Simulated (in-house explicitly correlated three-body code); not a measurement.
Computed with an exponentially correlated three-body code. Model: two electrons around a point charge, non-relativistic, variational in 260 exponentially correlated functions (energies converged to about 1e-7 hartree, or 1e-8 relative for large Z).

Command:
```bash
python run_hyl.py task.json out
```
Settings (lengths in bohr, energies in hartree):
```
Z                      5
screening              4.5
interaction_strength   1
functions              260
states_tried           1
```

Run time, properties included: 4.7 s on 1 thread of Intel(R) Xeon(R) 6975P-C (Granite Rapids) (shared host).

**Ground state only, binding against the one-electron ion.**

Given: nuclear charge 5; Yukawa screening of all interactions 4.5 1/bohr.

Computed: one-electron threshold -0.607854846 hartree.

| term | energy (hartree) | binding (eV) |
| --- | --- | --- |
| 1 1S | -0.98590366 | 10.287 |

**Converged states only, values per electron or pair (inverse distances are <exp(-kr)/r>).**

| term | mean r (bohr) | mean r squared (bohr²) | mean inverse r (1/bohr) | mean r12 (bohr) | mean inverse r12 (1/bohr) | mean cosine | mean p1 dot p2 (bohr⁻²) | delta r1 (bohr⁻³) | delta r12 (bohr⁻³) |
| --- | --- | --- | --- | --- | --- | --- | --- | --- | --- |
| 1 1S | 0.74156 | 0.8949 | 0.85985 | 1.1386 | 0.18614 | -0.01091 | 0.070643 | 11.53 | 0.53215 |
